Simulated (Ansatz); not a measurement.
Input file for C$_{2}$H$_{6}$GeO (`[CH3][GeH2][CH]=O`):

```yaml
crystal:
  periodic: [false, false, false]
  atoms:
    - {symbol: C, position_ang: [0.323847, 1.457211, 0.061904]}
    - {symbol: Ge, position_ang: [-0.644338, -0.167148, -0.388392]}
    - {symbol: C, position_ang: [0.358655, -1.728422, 0.374049]}
    - {symbol: O, position_ang: [1.377566, -1.584890, 0.994123]}
    - {symbol: H, position_ang: [-0.187904, 2.333940, -0.335416]}
    - {symbol: H, position_ang: [0.402012, 1.550903, 1.145185]}
    - {symbol: H, position_ang: [1.330554, 1.413508, -0.354029]}
    - {symbol: H, position_ang: [-2.067685, -0.188959, 0.204564]}
    - {symbol: H, position_ang: [-0.760984, -0.381995, -1.910918]}
    - {symbol: H, position_ang: [-0.048822, -2.755247, 0.212029]}
basis:
  gaussian: {orbitals: def2-TZVPP}
correlation: {method: ccsd_t}
```

```sh
$ ansatz run in.yaml --threads 4 --pin off --events-out ev --progress --plain --max-ram 10444MiB
```

Output of Ansatz, abridged:

```
Functional definition: HF
1358 factors; integrals over basis functions are off by at most 1.1e-3 eV
mean field evaluation 1: about -60663.5573 eV, gradient 4.1e1 eV
mean field evaluation 2: about -60663.7248 eV, gradient 4.1e1 eV
mean field evaluation 4: about -60667.6336 eV, gradient 4.7e0 eV
mean field evaluation 8: about -60667.7205 eV, gradient 4.3e-1 eV
mean field evaluation 16: about -60667.7226 eV, gradient 1.6e-6 eV
mean field -60667.72255591 eV, -2229.4976818703 hartree, gradient 1.6e-6 eV, S^2 0.000000; 0 other end points of the search recorded, 0 dependent functions left out
12 core orbitals not correlated: weight in the atoms' cores, before any rotation towards them, 1.000 or more for the frozen orbitals, at most 0.000 for the correlated occupied ones
reference -60667.72255591 eV, -2229.4976818703 hartree; 17, 17 occupied and 196, 196 virtual orbitals, 1358 factors
second order -22.51135495 eV of doubles, -0.00000000 eV of singles
cycle   1  -22.48205932 eV  change    2.9e-2 eV  update   1.2e-1
cycle   2  -23.15699524 eV  change   -6.7e-1 eV  update   3.7e-2
cycle   3  -23.30454648 eV  change   -1.5e-1 eV  update   1.9e-2
cycle   4  -23.28997372 eV  change    1.5e-2 eV  update   5.0e-3
cycle   5  -23.28934263 eV  change    6.3e-4 eV  update   2.4e-3
cycle   6  -23.29020495 eV  change   -8.6e-4 eV  update   7.0e-4
cycle   7  -23.28992299 eV  change    2.8e-4 eV  update   2.9e-4
cycle   8  -23.28986399 eV  change    5.9e-5 eV  update   9.1e-5
cycle   9  -23.28988825 eV  change   -2.4e-5 eV  update   3.9e-5
perturbative correction -0.93598145 eV, -0.0343966838 hartree
Total energy: -60691.94842561 eV, -2230.3879661610 hartree
```

It took 2.4 min on 4 threads of an Arm Neoverse V1 on a shared host, with 3.8 GiB of host memory at the peak.

Correlation energy per correlated electron: -0.713 eV. T1 diagnostic: 0.0134.
